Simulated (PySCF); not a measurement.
MCl for M along group 6

PBE0 with triple-zeta basis sets in PySCF, for the lowest determinant that a PBE0 search found; no spin–orbit coupling. De refers to high-spin ground-configuration atoms. A positive dipole means M(−)Cl(+).

```json
{"M": "Cr", "basis": "def2-TZVPP", "state (unpaired electrons)": "sextet (σ ↑, π ↑↑, δ ↑↑)", "Re (Å)": "2.202", "ωe (cm⁻¹)": "394", "De (eV)": "3.77", "μ (D)": "-5.42"}
{"M": "Mo", "basis": "def2-TZVPP", "state (unpaired electrons)": "sextet (σ ↑, π ↑↑, δ ↑↑)", "Re (Å)": "2.281", "ωe (cm⁻¹)": "380", "De (eV)": "3.79", "μ (D)": "-4.37"}
{"M": "W", "basis": "def2-TZVPPD", "state (unpaired electrons)": "sextet (σ ↑, π ↑↑, δ ↑↑)", "Re (Å)": "2.275", "ωe (cm⁻¹)": "382", "De (eV)": "n/a", "μ (D)": "-3.32"}
```

The shortest bond is that of CrCl (2.202 Å), the longest that of MoCl (2.281 Å).

The rows differ in basis set, which adds steps of its own.

Down a group the atoms grow and get heavier, so bonds lengthen and wavenumbers fall; this series shows no clear exception.

De is left out where the level can put another filling of the metal’s s and d shells below the measured ground configuration, by anything from nothing to about 1 eV. The metal atom is held in its measured ground configuration; semilocal functionals can put another filling of s and d lower by some tenths of an eV, and De to that atom would be smaller. Spin–orbit coupling is left out, which matters for elements this heavy, above all for dissociation energies. With d or f electrons several states lie close, and the lowest PBE0 determinant need not be the measured ground state.
